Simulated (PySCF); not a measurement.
C₆ coefficients of unlike pairs at PBE0

Calculated with PySCF 2.14 from the dipole response of each species, C₆(A,B) = (3/π) ∫ α_A(iu) α_B(iu) du, in atomic units, from isotropic polarisabilities. For ions this is the dispersion term alone; charge-induced terms of lower order in 1/R come first.

| species | configuration | basis | relativity | α (bohr³) | C₆ (like pair) |
| --- | --- | --- | --- | --- | --- |
| Ne⁺ | [He] 2s2 2p5 (2P) | aug-cc-pVTZ-DK (5s4p3d2f) | spin-free X2C | 1.329 | 2.357 |
| K⁺ | [Ar] (1S) | x2c-TZVPPall with one added diffuse shell each of s, p, d type (7s5p4d) | spin-free X2C | 5.296 | 22.20 |
| Br²⁺ | [Ar] 3d10 4s2 4p3 (4S) | aug-cc-pVQZ-DK (8s7p5d3f2g) | spin-free X2C | 8.233 | 39.27 |
| Se | [Ar] 3d10 4s2 4p4 (3P) | aug-cc-pVDZ-DK (6s5p3d) | spin-free X2C | 24.71 | 205.8 |

(1) Estimate C₆ for Br²⁺ with Ne⁺.

No spin-orbit coupling is included.

The other pairs:

```
    pair     C₆
Se, Br²⁺  87.09
 Se, Ne⁺  17.93
 K⁺, Ne⁺  6.973
Br²⁺, K⁺  29.21
  Se, K⁺  62.51
```

## Answers

(1) The integral gives 8.879. The combination rule 2 C_A C_B / (C_A α_B/α_A + C_B α_A/α_B) gives 8.841 and the geometric mean 9.621.
